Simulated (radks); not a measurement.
Values are calculated unless marked as measured or tabulated.
Q: Excited configurations of F5+: one electron is placed in a higher orbital outside [He] 2s1. The ground configuration is [He] 2s2. Code: a radial shooting solver on a logarithmic mesh with Libxc functionals. Model: non-relativistic Kohn-Sham, PBE, spin-unpolarised, spherical densities, point nucleus. Excitation = E - E(ground); binding = E(ion) - E, where the ion is the core of charge +6; n* = 6/sqrt(2 binding) in atomic units, and the quantum defect is n - n*.

outer orbital  excitation (eV)  binding (eV)     n*  quantum defect  eigenvalue (eV)  <r> (bohr)
3p                      97.780        59.635  2.866           0.134          -54.481       1.903
3d                      101.40        56.016  2.957           0.043          -49.819       1.675
4s                      122.57        34.850  3.749           0.251          -32.233       3.545
4p                      124.19        33.224  3.840           0.160          -30.604       3.556
5f                      137.45        19.962  4.954           0.046          -18.212       5.172
6s                      142.36        15.052  5.704           0.296          -14.043       8.222
6f                      143.42        13.998  5.915           0.085          -12.907       7.839
7s                      146.44        10.974  6.681           0.319          -10.265       11.29
7p                      146.72        10.693  6.768           0.232           -9.992       11.43

Estimate the row for 6d.

A: excitation (eV) 143.17; binding (eV) 14.249; n* 5.863; quantum defect 0.137; eigenvalue (eV) -13.230; <r> (bohr) 8.191. The Delta-SCF ionisation energy is 157.42 eV (NIST Atomic Spectra Database: 157.16 eV, measured). Self-interaction in the functional shifts the binding energies and quantum defects, so they are the method's values and not measured ones. Spin polarisation and multiplet splitting are left out, so open shells lie too high by an amount that depends on their filling.

Beside tabulated values, note that spin-unpolarised runs miss the spin-polarisation part of the exchange energy of open shells.
